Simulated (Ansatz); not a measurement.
Coupled-cluster run, `[OH][Al]([Br])[O][SiH3]`.

```yaml
crystal:
  periodic: [false, false, false]
  atoms:
    - {symbol: O, position_ang: [2.459186, 1.251320, -0.683160]}
    - {symbol: Al, position_ang: [1.456588, 0.261208, 0.231969]}
    - {symbol: Br, position_ang: [2.346199, -0.775754, 1.998694]}
    - {symbol: O, position_ang: [-0.157815, 0.039552, -0.143768]}
    - {symbol: Si, position_ang: [-1.686210, -0.512614, -0.016668]}
    - {symbol: H, position_ang: [2.154460, 1.729101, -1.453222]}
    - {symbol: H, position_ang: [-2.623989, 0.639366, 0.027182]}
    - {symbol: H, position_ang: [-2.007061, -1.356399, -1.197201]}
    - {symbol: H, position_ang: [-1.852858, -1.322179, 1.219074]}
basis:
  gaussian: {orbitals: def2-SVP}
correlation: {method: ccsd_t}
```

```sh
$ ansatz run in.yaml --threads 4 --pin off --events-out ev --progress --plain
```

The program prints (abridged):

```
Functional definition: HF
1087 factors; integrals over basis functions are off by at most 1.2e-3 eV
mean field evaluation 1: about -88567.3671 eV, gradient 4.8e1 eV
mean field evaluation 2: about -88567.3900 eV, gradient 4.8e1 eV
mean field evaluation 4: about -88571.8613 eV, gradient 2.7e0 eV
mean field evaluation 8: about -88571.8977 eV, gradient 2.5e-1 eV
mean field -88571.89786510 eV, -3254.9572103537 hartree, gradient 7.2e-7 eV, S^2 0.000000; 0 other end points of the search recorded, 0 dependent functions left out
21 core orbitals not correlated: weight in the atoms' cores, before any rotation towards them, 1.000 or more for the frozen orbitals, at most 0.000 for the correlated occupied ones
reference -88571.89786510 eV, -3254.9572103537 hartree; 20, 20 occupied and 75, 75 virtual orbitals, 1087 factors
second order -20.47546023 eV of doubles, -0.00000000 eV of singles
cycle   1  -20.74391504 eV  change   -2.7e-1 eV  update   1.0e-1
cycle   2  -21.22390184 eV  change   -4.8e-1 eV  update   2.9e-2
cycle   3  -21.34067608 eV  change   -1.2e-1 eV  update   1.5e-2
cycle   4  -21.32896391 eV  change    1.2e-2 eV  update   3.2e-3
cycle   5  -21.32837664 eV  change    5.9e-4 eV  update   1.3e-3
cycle   6  -21.32880599 eV  change   -4.3e-4 eV  update   3.6e-4
cycle   7  -21.32855141 eV  change    2.5e-4 eV  update   1.3e-4
cycle   8  -21.32851266 eV  change    3.9e-5 eV  update   3.9e-5
perturbative correction -0.43648881 eV, -0.0160406677 hartree
Total energy: -88593.66286656 eV, -3255.7570594047 hartree
```

It took 4.4 s on 4 threads of a server CPU on a shared host, with 0.58 GiB of host memory at the peak.

Correlation energy per correlated electron: -0.544 eV. T1 diagnostic: 0.0106.
